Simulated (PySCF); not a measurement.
Structure with atom numbers: `[CH3:1][C@@H:2]1[CH2:3][C@@H:4]2[CH:5]=[C:6]([F:7])[C@H:8]1[CH2:9][CH2:10]2` (H(Xn): hydrogen on atom n). Ha(C3), Ha(C9), Ha(C10) are cis to C1 on the ring; Hb(C3), Hb(C9), Hb(C10) are trans to C1 on the ring.

PySCF 2.14 calculation with geometry: GFN2-xTB and shielding tensors at PBE0/pcSseg-1 (GIAO); equivalent nuclei averaged, one conformer, non-relativistic Hamiltonian, in vacuum.

Q: Predict the 2D correlation tables (HSQC, COSY, HMBC).

A: 

HSQC (one-bond C–H):
```
            δH          δC
  5.61 (H(C5))  110.6 (C5)
  2.51 (H(C4))   34.2 (C4)
  2.32 (H(C8))   43.0 (C8)
 1.68 (Hb(C3))   37.9 (C3)
  1.68 (H(C2))   36.0 (C2)
 1.58 (Ha(C9))   29.6 (C9)
 1.57 (Hb(C9))   29.6 (C9)
1.38 (Hb(C10))  28.0 (C10)
1.27 (Ha(C10))  28.0 (C10)
  0.94 (H(C1))   25.5 (C1)
 0.74 (Ha(C3))   37.9 (C3)
```

COSY cross peaks (H two or three bonds apart, from the bond graph; peaks can be absent where the dihedral angle is near 90°):
```
            δH              δH
  5.61 (H(C5))    2.51 (H(C4))
  2.51 (H(C4))   1.68 (Hb(C3))
  2.51 (H(C4))  1.38 (Hb(C10))
  2.51 (H(C4))  1.27 (Ha(C10))
  2.51 (H(C4))   0.74 (Ha(C3))
  2.32 (H(C8))    1.68 (H(C2))
  2.32 (H(C8))   1.58 (Ha(C9))
  2.32 (H(C8))   1.57 (Hb(C9))
 1.68 (Hb(C3))    1.68 (H(C2))
 1.68 (Hb(C3))   0.74 (Ha(C3))
  1.68 (H(C2))    0.94 (H(C1))
  1.68 (H(C2))   0.74 (Ha(C3))
 1.58 (Ha(C9))   1.57 (Hb(C9))
 1.58 (Ha(C9))  1.38 (Hb(C10))
 1.58 (Ha(C9))  1.27 (Ha(C10))
 1.57 (Hb(C9))  1.38 (Hb(C10))
 1.57 (Hb(C9))  1.27 (Ha(C10))
1.38 (Hb(C10))  1.27 (Ha(C10))
```

HMBC (two and three bonds, from the bond graph):
```
            δH                                                                              δC
  5.61 (H(C5))                         174.8 (C6), 43.0 (C8), 37.9 (C3), 34.2 (C4), 28.0 (C10)
  2.51 (H(C4))             174.8 (C6), 110.6 (C5), 37.9 (C3), 36.0 (C2), 29.6 (C9), 28.0 (C10)
  2.32 (H(C8))  174.8 (C6), 110.6 (C5), 37.9 (C3), 36.0 (C2), 29.6 (C9), 28.0 (C10), 25.5 (C1)
 1.68 (Hb(C3))              110.6 (C5), 43.0 (C8), 36.0 (C2), 34.2 (C4), 28.0 (C10), 25.5 (C1)
  1.68 (H(C2))               174.8 (C6), 43.0 (C8), 37.9 (C3), 34.2 (C4), 29.6 (C9), 25.5 (C1)
 1.58 (Ha(C9))                         174.8 (C6), 43.0 (C8), 36.0 (C2), 34.2 (C4), 28.0 (C10)
 1.57 (Hb(C9))                         174.8 (C6), 43.0 (C8), 36.0 (C2), 34.2 (C4), 28.0 (C10)
1.38 (Hb(C10))                          110.6 (C5), 43.0 (C8), 37.9 (C3), 34.2 (C4), 29.6 (C9)
1.27 (Ha(C10))                          110.6 (C5), 43.0 (C8), 37.9 (C3), 34.2 (C4), 29.6 (C9)
  0.94 (H(C1))                                                 43.0 (C8), 37.9 (C3), 36.0 (C2)
 0.74 (Ha(C3))              110.6 (C5), 43.0 (C8), 36.0 (C2), 34.2 (C4), 28.0 (C10), 25.5 (C1)
```

Scale: TMS for ¹H (σ = 31.72 ppm) and ¹³C (σ = 186.93 ppm) (reference shieldings calculated alike).

Short H···H contacts in this conformer between protons four or more bonds apart (candidates for NOE cross peaks, intensity ∝ r⁻⁶): H(C2)···Hb(C9) 2.41 Å, Hb(C3)···Hb(C10) 2.47 Å, H(C1)···Ha(C3) 2.50 Å, H(C1)···H(C8) 2.53 Å.

Shifts are as computed. Against solution values, carbons near 30 ppm lie about +3 ppm off and those near 130 ppm about +5 ppm. Of 1211 compounds with measured shifts, 218 miss one by over three times the rms of a fit or turn the order of signals round; such compounds aren't used in these exercises.
